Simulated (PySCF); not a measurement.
PySCF job for NbF4, SMILES [F][Nb]([F])([F])[F] (connectivity only; charge and spin as stated), neutral, multiplicity 2, TDA-PBE/def2-SVPD. Geometry optimised at PBE-D3(BJ)/def2-SVP. The spin state was assumed, not searched. The isomer is the one that the SMILES or the coordinates give; other isomers of the formula were not compared. The def2 effective core potentials stand for the cores of Nb; spin–orbit coupling is left out.

```python
import numpy as np
from pyscf import gto, scf, dft, tdscf

mol = gto.M(
    atom='''
    Nb   -0.00000000    0.00000000   -0.00000000
    F     1.21742025    1.21742025    0.72815097
    F    -1.21742024   -1.21742025    0.72815097
    F     1.21742025   -1.21742025   -0.72815097
    F    -1.21742025    1.21742024   -0.72815097
    ''',
    basis='def2-SVPD',
    ecp={'Nb': 'def2-svp'},
    charge=0,
    spin=1,
    max_memory=1600,
    verbose=4,
)
mf = dft.UKS(mol, xc='pbe').density_fit(auxbasis='def2-universal-jkfit')
mf.grids.level = 3
mf.conv_tol = 1e-9
mf.max_cycle = 100
mf.kernel()
fine, coarse = mf.grids, dft.Grids(mol).set(level=1).build(with_non0tab=True)
for _ in range(3):  # follow internal instabilities
    mf.grids = coarse
    mo, _, stable, _ = mf.stability(return_status=True, nroots=4)
    mf.grids = fine
    if stable:
        break
    mf.kernel(mf.make_rdm1(mo, mf.mo_occ))
mf.grids = dft.Grids(mol).set(level=1).build(with_non0tab=True)  # coarser grid for the response kernel
td = tdscf.TDA(mf)
td.nstates = 10
td.conv_tol = 1e-4
td.positive_eig_threshold = 1e-6
td.kernel(x0=td.get_init_guess(mf, 15))
td.analyze(verbose=3)
```

Log of the run:

```
PySCF version 2.14.0

[INPUT] verbose = 4
[INPUT] num. atoms = 5
[INPUT] num. electrons = 49
[INPUT] charge = 0
[INPUT] spin (= nelec alpha-beta = 2S) = 1
[INPUT] symmetry False subgroup None
[INPUT] Mole.unit = angstrom
[INPUT] Symbol           X                Y                Z      unit          X                Y                Z       unit  Magmom
[INPUT]  1 Nb     0.000000000000   0.000000000000   0.000000000000 AA    0.000000000000   0.000000000000   0.000000000000 Bohr   0.0
[INPUT]  2 F      1.217420250000   1.217420250000   0.728150970000 AA    2.300590851000   2.300590851000   1.376005910636 Bohr   0.0
[INPUT]  3 F     -1.217420240000  -1.217420250000   0.728150970000 AA   -2.300590832102  -2.300590851000   1.376005910636 Bohr   0.0
[INPUT]  4 F      1.217420250000  -1.217420250000  -0.728150970000 AA    2.300590851000  -2.300590851000  -1.376005910636 Bohr   0.0
[INPUT]  5 F     -1.217420250000   1.217420240000  -0.728150970000 AA   -2.300590851000   2.300590832102  -1.376005910636 Bohr   0.0

nuclear repulsion = 217.810843811303
number of shells = 48
number of NR pGTOs = 192
number of NR cGTOs = 126
basis = def2-SVPD
ecp = {'Nb': 'def2-svp'}


[settings echo left out]
init E= -448.887394693213
  alpha nocc = 25  HOMO = -0.597963718385043  LUMO = -0.576895677513094
  beta  nocc = 24  HOMO = -0.700203155378373  LUMO = -0.597963718385043

WARN: HOMO -0.597963718385043 >= LUMO -0.597963718385043

cycle= 1 E= -454.977467601442  delta_E= -6.09  |g|= 1.47  |ddm|= 3.44
  alpha nocc = 25  HOMO = 0.00645337673756075  LUMO = 0.0368900787407203
  beta  nocc = 24  HOMO = -0.333561101184005  LUMO = 0.00863429217383072
  HOMO = 0.00645337673756  LUMO = 0.00863429217383  gap/eV = 0.05935
cycle= 2 E= -453.882502933044  delta_E= 1.09  |g|= 1.96  |ddm|= 5.83
  alpha nocc = 25  HOMO = -0.153787722285269  LUMO = -0.0927571638374479
  beta  nocc = 24  HOMO = -0.336873119218585  LUMO = -0.131723494356454
  HOMO = -0.153787722285  LUMO = -0.131723494356  gap/eV = 0.60040
cycle= 3 E= -455.882107360562  delta_E=   -2  |g|= 0.527  |ddm|= 5.13
  alpha nocc = 25  HOMO = -0.23808330767945  LUMO = -0.190049922192345
  beta  nocc = 24  HOMO = -0.428343922819386  LUMO = -0.198634704490902
  HOMO = -0.238083307679  LUMO = -0.198634704491  gap/eV = 1.07345
cycle= 4 E= -455.952385726827  delta_E= -0.0703  |g|= 0.197  |ddm|= 0.608
  alpha nocc = 25  HOMO = -0.191762909153606  LUMO = -0.131831585756552
  beta  nocc = 24  HOMO = -0.380752192622894  LUMO = -0.137922557686205
  HOMO = -0.191762909154  LUMO = -0.137922557686  gap/eV = 1.46507
cycle= 5 E= -455.968431831602  delta_E= -0.016  |g|= 0.0176  |ddm|= 0.237
  alpha nocc = 25  HOMO = -0.191030283800536  LUMO = -0.129215176604555
  beta  nocc = 24  HOMO = -0.380978111202433  LUMO = -0.135225633796465
  HOMO = -0.191030283801  LUMO = -0.135225633796  gap/eV = 1.51852
cycle= 6 E= -455.968566283913  delta_E= -0.000134  |g|= 0.00167  |ddm|= 0.0277
  alpha nocc = 25  HOMO = -0.191371846663216  LUMO = -0.129258401855168
  beta  nocc = 24  HOMO = -0.381058477753891  LUMO = -0.135125552156982
  HOMO = -0.191371846663  LUMO = -0.135125552157  gap/eV = 1.53054
cycle= 7 E= -455.968567661949  delta_E= -1.38e-06  |g|= 0.000215  |ddm|= 0.00368
  alpha nocc = 25  HOMO = -0.191371965519892  LUMO = -0.129249276003918
  beta  nocc = 24  HOMO = -0.381078869465392  LUMO = -0.13509639802917
  HOMO = -0.19137196552  LUMO = -0.135096398029  gap/eV = 1.53134
cycle= 8 E= -455.968567710338  delta_E= -4.84e-08  |g|= 9.21e-05  |ddm|= 0.000484
  alpha nocc = 25  HOMO = -0.191385282347774  LUMO = -0.129254874329625
  beta  nocc = 24  HOMO = -0.381087964934806  LUMO = -0.13510791540183
  HOMO = -0.191385282348  LUMO = -0.135107915402  gap/eV = 1.53139
cycle= 9 E= -455.968567715751  delta_E= -5.41e-09  |g|= 1.71e-05  |ddm|= 0.000135
  alpha nocc = 25  HOMO = -0.191386158952675  LUMO = -0.129252924624869
  beta  nocc = 24  HOMO = -0.381088925770723  LUMO = -0.13510790202071
  HOMO = -0.191386158953  LUMO = -0.135107902021  gap/eV = 1.53141
cycle= 10 E= -455.968567715863  delta_E= -1.12e-10  |g|= 6.45e-06  |ddm|= 1.72e-05
  alpha nocc = 25  HOMO = -0.191383196452502  LUMO = -0.129250125688668
  beta  nocc = 24  HOMO = -0.381089234227918  LUMO = -0.135104793892252
  HOMO = -0.191383196453  LUMO = -0.135104793892  gap/eV = 1.53141
Extra cycle  E= -455.96856771572  delta_E= 1.43e-10  |g|= 2.01e-05  |ddm|= 2.22e-05
converged SCF energy = -455.96856771572  <S^2> = 0.75145085  2S+1 = 2.0014503
tot grids = 29376
uhf_internal: lowest eigs of H = [0.93154722 0.95357997 0.95877813 0.95885956]
<class 'pyscf.df.df_jk.DFUKS'> wavefunction is stable in the internal stability analysis
tot grids = 29376
Overwritten attributes  positive_eig_threshold  of <class 'pyscf.tdscf.uks.TDA'>


******** <class 'pyscf.tdscf.uks.TDA'> for <class 'pyscf.df.df_jk.DFUKS'> ********
nstates = 10
deg_eia_thresh = 1.000e-03
wfnsym = None
conv_tol = 0.0001
eigh lindep = 1e-12
eigh level_shift = 0
eigh max_cycle = 100


Excitation energies (eV)
[1.37434622 1.75220076 1.75220076 3.95095517 4.14982489 5.2776993
 5.58435314 5.58435314 6.42814427 6.63220864]

** Excitation energies and oscillator strengths **
Excited State   1:      1.37435 eV    902.13 nm  f=0.0000
Excited State   2:      1.75220 eV    707.59 nm  f=0.0000
Excited State   3:      1.75220 eV    707.59 nm  f=0.0000
Excited State   4:      3.95096 eV    313.81 nm  f=0.0420
Excited State   5:      4.14982 eV    298.77 nm  f=0.0000
Excited State   6:      5.27770 eV    234.92 nm  f=0.0502
Excited State   7:      5.58435 eV    222.02 nm  f=0.0204
Excited State   8:      5.58435 eV    222.02 nm  f=0.0204
Excited State   9:      6.42814 eV    192.88 nm  f=0.0011
Excited State  10:      6.63221 eV    186.94 nm  f=0.0004
```

Self-consistency was reached.

Cost: around 5 core-minutes (rough).
